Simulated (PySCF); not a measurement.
Unrelated species, one level of theory. The calculation used PySCF 2.14.0, density-fitted response routines, TDDFT wB97X-D/def2-SVPD, vertical, gas phase, core orbitals frozen in the response. Geometries: GFN2-xTB; one conformer of each isolated species. Triplets are in the Tamm–Dancoff approximation. 'Strongest' means the level of largest summed f among the lowest 8 singlets; it needn't be the same kind of state in each. Ions are computed without counter-ions or solvent.

Problem. Rank by computed LUMO energy, lowest first.
A. `C1(=C(C=CC1)C(F)(F)F)F`
B. `C1CCCC1C`
C. `C=N[C@@]1(C#N)C=C1C#N`
D. `C#Cc1nn[nH]c1C#C`
E. `[CH3+]`
F. `C=C/C(=C/F)C(F)=C(F)F`

Solution. E (-10.68 eV), C (-0.93 eV), D (0.04 eV), F (0.36 eV), A (0.50 eV), B (2.46 eV).

```
               SMILES  LUMO (eV)  α (au)  first f ≥ 0.01 (nm)  f (strongest)  S1 (eV)  f (S1)       S1 mainly
               [CH3+]     -10.68     8.9                   84           0.63     6.03   0.000  H-1/H→L (100%)
C=N[C@@]1(C#N)C=C1C#N      -0.93    84.4                  211           0.35     4.83   0.003       H→L (64%)
     C#Cc1nn[nH]c1C#C       0.04    90.8                  245           0.28     5.05   0.275       H→L (90%)
C=C/C(=C/F)C(F)=C(F)F       0.36    78.2                  228           0.27     5.45   0.175       H→L (70%)
 FC1=C(C(F)(F)F)C=CC1       0.50    69.0                  242           0.73     5.13   0.067       H→L (99%)
             CC1CCCC1       2.46    69.0                  138           0.05     8.78   0.003       H→L (81%)
```

H and L stand for HOMO and LUMO. A slash joins orbitals within 0.01 eV of each other, whose weights are summed (≥ marks a lower bound).
